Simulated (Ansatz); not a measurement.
`FC(F)(F)C1=CC(C(F)(F)F)=[O+][Ga-]([F])([Cl])[O]1` + `[CH3][Sn][OH]` → `[CH3][Sn-]1[O]C(C(F)(F)F)=CC(C(F)(F)F)=[O+]1` + `[OH][Ga]([F])[Cl]`  (substitution at a C–O bond)

Program: Ansatz. Geometries: PBE0-D4/def2-TZVP. ΔE: electronic, gas phase. CBS: MP2 limit from def2 TZ/QZ plus the TZ coupled-cluster correction, frozen cores. Elements past krypton have def2 core potentials. For Ga, Sn outer-core shells are correlated without core-valence functions, which leaves a few kJ/mol of doubt a bond. Scalar relativity is left out up to krypton. One conformer a species, not always the lowest.

| species | CCSD(T)/def2-SVP energy (Eh) |
| --- | --- |
| `FC(F)(F)C1=CC(C(F)(F)F)=[O+][Ga-]([F])([Cl])[O]1` | -3420.13828 |
| `[CH3][Sn][OH]` | -328.79552 |
| `[CH3][Sn-]1[O]C(C(F)(F)F)=CC(C(F)(F)F)=[O+]1` | -1190.96550 |
| `[OH][Ga]([F])[Cl]` | -2557.96617 |

(1) Work out ΔE.

Largest T1 diagnostic among the species: 0.016.

Answers

(1) ΔE = (-1190.96550) + (-2557.96617) − (-3420.13828) − (-328.79552) = 0.00213 Eh = +5.6 kJ/mol. CCSD(T)/CBS gives +7.0 kJ/mol.

From BLYP to BHLYP (50 % exact exchange), in def2-TZVPP and without D4, ΔE moves by +12.7 kJ/mol. Leaving LDA and LC-ωPBE aside and taking each functional with its dispersion term where it has one, the values, not all of them listed here, spread over 12.4 kJ/mol, from BLYP-D4 to BHLYP-D4. LDA lies +5.0 kJ/mol from PBE without D4.
